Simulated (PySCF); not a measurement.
C5H7F, SMILES C=C/C(C)=C\F.

Geometry optimised at B3LYP-D3(BJ)/def2-SVP. One conformer was computed; it need not be the lowest.

Calculation: B3LYP-D3(BJ)/def2-SVP (PySCF).

Frequencies are harmonic and unscaled.

Computed vibrational spectrum:
```json
[
 {"mode": "1", "ν (cm⁻¹)": "155", "IR (km/mol)": "0.1", "moving atoms (share of kinetic energy)": "C 54 %, H 40 %"},
 {"mode": "2", "ν (cm⁻¹)": "214", "IR (km/mol)": "0.0", "moving atoms (share of kinetic energy)": "H 90 %"},
 {"mode": "3", "ν (cm⁻¹)": "216", "IR (km/mol)": "2.7", "moving atoms (share of kinetic energy)": "C 45 %, F 40 %, H 15 %"},
 {"mode": "4", "ν (cm⁻¹)": "302", "IR (km/mol)": "0.1", "moving atoms (share of kinetic energy)": "C 48 %, H 35 %, F 17 %"},
 {"mode": "5", "ν (cm⁻¹)": "313", "IR (km/mol)": "0.2", "moving atoms (share of kinetic energy)": "C 63 %, H 30 %"},
 {"mode": "6", "ν (cm⁻¹)": "403", "IR (km/mol)": "11.4", "moving atoms (share of kinetic energy)": "H 57 %, C 41 %"},
 {"mode": "7", "ν (cm⁻¹)": "472", "IR (km/mol)": "1.2", "moving atoms (share of kinetic energy)": "C 50 %, H 27 %, F 23 %"},
 {"mode": "8", "ν (cm⁻¹)": "629", "IR (km/mol)": "6.8", "moving atoms (share of kinetic energy)": "C 63 %, F 19 %, H 19 %"},
 {"mode": "9", "ν (cm⁻¹)": "730", "IR (km/mol)": "0.8", "moving atoms (share of kinetic energy)": "C 50 %, H 49 %"},
 {"mode": "10", "ν (cm⁻¹)": "808", "IR (km/mol)": "1.4", "moving atoms (share of kinetic energy)": "C 75 %, H 25 %"},
 {"mode": "11", "ν (cm⁻¹)": "844", "IR (km/mol)": "9.6", "moving atoms (share of kinetic energy)": "H 71 %, C 28 %"},
 {"mode": "12", "ν (cm⁻¹)": "929", "IR (km/mol)": "39.8", "moving atoms (share of kinetic energy)": "H 72 %, C 28 %"},
 {"mode": "13", "ν (cm⁻¹)": "994", "IR (km/mol)": "0.9", "moving atoms (share of kinetic energy)": "H 71 %, C 28 %"},
 {"mode": "14", "ν (cm⁻¹)": "1039", "IR (km/mol)": "10.7", "moving atoms (share of kinetic energy)": "H 86 %, C 14 %"},
 {"mode": "15", "ν (cm⁻¹)": "1053", "IR (km/mol)": "6.0", "moving atoms (share of kinetic energy)": "H 61 %, C 36 %"},
 {"mode": "16", "ν (cm⁻¹)": "1054", "IR (km/mol)": "0.7", "moving atoms (share of kinetic energy)": "H 66 %, C 34 %"},
 {"mode": "17", "ν (cm⁻¹)": "1177", "IR (km/mol)": "172.8", "moving atoms (share of kinetic energy)": "C 56 %, F 29 %, H 15 %"},
 {"mode": "18", "ν (cm⁻¹)": "1279", "IR (km/mol)": "1.3", "moving atoms (share of kinetic energy)": "H 50 %, C 48 %"},
 {"mode": "19", "ν (cm⁻¹)": "1314", "IR (km/mol)": "6.6", "moving atoms (share of kinetic energy)": "H 78 %, C 21 %"},
 {"mode": "20", "ν (cm⁻¹)": "1368", "IR (km/mol)": "0.4", "moving atoms (share of kinetic energy)": "H 69 %, C 31 %"},
 {"mode": "21", "ν (cm⁻¹)": "1406", "IR (km/mol)": "2.4", "moving atoms (share of kinetic energy)": "H 67 %, C 33 %"},
 {"mode": "22", "ν (cm⁻¹)": "1441", "IR (km/mol)": "7.6", "moving atoms (share of kinetic energy)": "H 75 %, C 25 %"},
 {"mode": "23", "ν (cm⁻¹)": "1450", "IR (km/mol)": "7.8", "moving atoms (share of kinetic energy)": "H 97 %"},
 {"mode": "24", "ν (cm⁻¹)": "1473", "IR (km/mol)": "9.9", "moving atoms (share of kinetic energy)": "H 91 %, C 9 %"},
 {"mode": "25", "ν (cm⁻¹)": "1681", "IR (km/mol)": "5.4", "moving atoms (share of kinetic energy)": "C 86 %, H 14 %"},
 {"mode": "26", "ν (cm⁻¹)": "1735", "IR (km/mol)": "71.7", "moving atoms (share of kinetic energy)": "C 92 %"},
 {"mode": "27", "ν (cm⁻¹)": "3026", "IR (km/mol)": "18.5", "moving atoms (share of kinetic energy)": "H 97 %"},
 {"mode": "28", "ν (cm⁻¹)": "3093", "IR (km/mol)": "13.3", "moving atoms (share of kinetic energy)": "H 91 %, C 9 %"},
 {"mode": "29", "ν (cm⁻¹)": "3125", "IR (km/mol)": "13.3", "moving atoms (share of kinetic energy)": "H 91 %, C 9 %"},
 {"mode": "30", "ν (cm⁻¹)": "3148", "IR (km/mol)": "3.2", "moving atoms (share of kinetic energy)": "H 95 %"},
 {"mode": "31", "ν (cm⁻¹)": "3177", "IR (km/mol)": "3.4", "moving atoms (share of kinetic energy)": "H 92 %, C 8 %"},
 {"mode": "32", "ν (cm⁻¹)": "3199", "IR (km/mol)": "7.1", "moving atoms (share of kinetic energy)": "H 91 %, C 9 %"},
 {"mode": "33", "ν (cm⁻¹)": "3241", "IR (km/mol)": "8.8", "moving atoms (share of kinetic energy)": "H 89 %, C 11 %"}
]
```
